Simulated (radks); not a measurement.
The aluminium ion Al+, 12 electrons, occupied as [He] 2s1 2p6 3s2 3p1 (not the ground configuration). Method: scalar-relativistic Kohn-Sham, SOGGA, spin-unpolarised, spherical densities, finite nucleus; Fermi nuclear charge, rms radius 3.061 fm; computed with a radial shooting solver on a logarithmic mesh with Libxc functionals.

Normalised radial functions P(r) = r R(r), r in bohr:

```
   r/bohr * 1s, o 2p (the largest magnitude, 2.59, reaches the edge; | marks zero, & curves that meet)
   0.0131 o                    *
  0.01665 o                         *
  0.02134 |o                             *
  0.02735 |o                                   *
  0.03477 |o                                         *
  0.04455 | o                                             *
  0.05664 |  o                                                 *
  0.07258 |    o                                                 *
  0.09226 |      o                                              *
   0.1182 |         o                                       *
   0.1515 |             o                           *
   0.1926 |                 o             *
   0.2468 |                    *o
   0.3138 |           *            o
   0.4021 |    *                     o
   0.5111 | *                       o
    0.655 *                      o
   0.8394 *                o
    1.067 *          o
    1.367 *     o
    1.738 *  o
    2.228 *o
    2.832 &
    3.629 &
     4.65 &
    5.911 &
    7.575 &
```

1s: eigenvalue -1540.7 eV, 0 radial nodes, <r> = 0.120 bohr, 90 % of the charge inside 0.215 bohr. 2p: eigenvalue -95.539 eV, 0 radial nodes, <r> = 0.577 bohr, 90 % of the charge inside 0.966 bohr.
